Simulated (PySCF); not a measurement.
## Polarisability and C₆ of Te⁺ (tellurium, charge +1)

[Kr] 4d10 5s2 5p3, high-spin 4S determinant. Calculation: PySCF 2.14, in def2-QZVPPD with the def2 core potential (28 electrons); scalar relativity through the core potential. Coupled (time-dependent) response in atomic units; α is the mean over directions.

```csv
method,mean α (bohr³),C₆ (like pair),S(−4)
CAM-B3LYP,21.97,185.5,103.0
```

S(−4) is the Cauchy moment in α(ω) = α(0) + S(−4) ω² + …

α(iu) at CAM-B3LYP:

| u (hartree) | α(iu) (bohr³) |
| --- | --- |
| 0 | 21.97 |
| 0.0500 | 21.72 |
| 0.100 | 20.99 |
| 0.200 | 18.58 |
| 0.300 | 15.71 |
| 0.500 | 10.82 |
| 0.750 | 7.071 |
| 1.00 | 4.997 |
| 1.50 | 2.985 |
| 2.00 | 2.059 |
| 3.00 | 1.198 |
| 5.00 | 0.5651 |

A single London oscillator, α(iu) = α/(1 + u²/ω²), gives C₆ = (3/4) ω α². Matching the computed C₆ needs ω = 4 × 185.5 / (3 × 21.97²) = 0.512 hartree.

For an ion, C₆ is the dispersion term alone; charge-induced terms of lower order in 1/R come first.

Energies and moments cover only the electrons outside the core potential.
